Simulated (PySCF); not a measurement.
C₄H₇ (SMILES [CH]1CCC1), doublet, at a GFN2-xTB geometry. Base run: HF/3-21G in PySCF.

Geometry (Å):
```xyz
11

C      0.0079     1.0677     0.0466
C     -0.0076    -1.0340    -0.0452
C     -1.0847     0.0681     0.0075
C      1.0856     0.0525    -0.0022
H      0.0158     2.1374     0.0934
H     -0.0160    -1.6258    -0.9575
H     -0.0086    -1.7031     0.8121
H     -1.7331     0.0405     0.8903
H     -1.7404     0.1174    -0.8689
H      1.7414     0.0155     0.8747
H      1.7341     0.0924    -0.8845
```
Charge 0, spin multiplicity 2.
Orbitals are unrestricted.
All else is at PySCF's defaults.

The base run was repeated with changes; each row names its change, and settings that it needs were set with it.

```tsv
change	E (Eh)	HOMO (eV)	dipole (D)	<S^2>	core-seconds (rough)	outcome
base	-154.59695	-8.78	0.10	0.767	0.4	converged
functional = blyp	-155.58319	-3.47	0.18	0.753	4	converged
functional = lc_wpbe	-155.58500	-7.96	0.17	0.756	9	converged
functional = bp86	-155.67785	-3.76	0.20	0.753	4	converged
functional = camb3lyp	-155.58464	-6.42	0.16	0.755	8	converged
functional = m06	-155.60310	-4.86	0.17	0.756	7	converged
functional = tpssh	-155.70244	-4.49	0.18	0.756	10	converged
functional = pbe0; dispersion = d3bjm	-155.50264	-5.13	0.18	0.755	5	converged
functional = pbe0	-155.49477	-5.13	0.18	0.755	6	converged
functional = pw91,pw91	-155.60579	-3.72	0.20	0.754	6	converged
functional = mn12l	-155.36973	-3.90	0.18	0.758	8	converged
functional = b97m_v	-	-	-	-	-	cut at the time limit
functional = b97-1	-155.63239	-4.73	0.18	0.754	4	converged
```

Total energies compare only within one method and basis.

Open shells are given as the SCF converged; they aren't shown to be the lowest states, and a large step between rows can be another state.
